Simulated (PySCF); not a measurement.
Delta-SCF ions had no search for a lower state. Excitations are Tamm–Dancoff values on a coarser integration grid. The basis has no diffuse functions, so Rydberg states are missing or too high.

Cartesian coordinates (Å):
SMILES: Cl[SiH2][SiH3]
```xyz
8

Si     1.2014    -0.0206     0.0958
Si    -1.1261    -0.1295    -0.0951
Cl    -1.8854     1.7902    -0.0868
H      1.5673     0.6548     1.3677
H      1.7647    -1.3980     0.0913
H      1.7615     0.7421    -1.0498
H     -1.5450    -0.7761    -1.3645
H     -1.7383    -0.8630     1.0415
```
Charge 0, spin multiplicity 1.

Problem. What HOMO, total energy, brightest of the four lowest singlets (TDA), S1–T1 gap (TDA), HOMO–LUMO gap, S1 oscillator strength, dipole moment and vertical ionisation energy (Delta-SCF) does PBE-D3(BJ)/def2-TZVP // PBE0-D4/def2-TZVP run with PySCF give?

Solution. 
* **HOMO**: -7.03 eV
* **total energy**: -1041.7656 Ha
* **brightest of the four lowest singlets (TDA)**: 6.89 eV
* **S1–T1 gap (TDA)**: 0.64 eV
* **HOMO–LUMO gap**: 5.60 eV
* **S1 oscillator strength**: 0.013
* **dipole moment**: 1.23 D
* **vertical ionisation energy (Delta-SCF)**: 9.91 eV
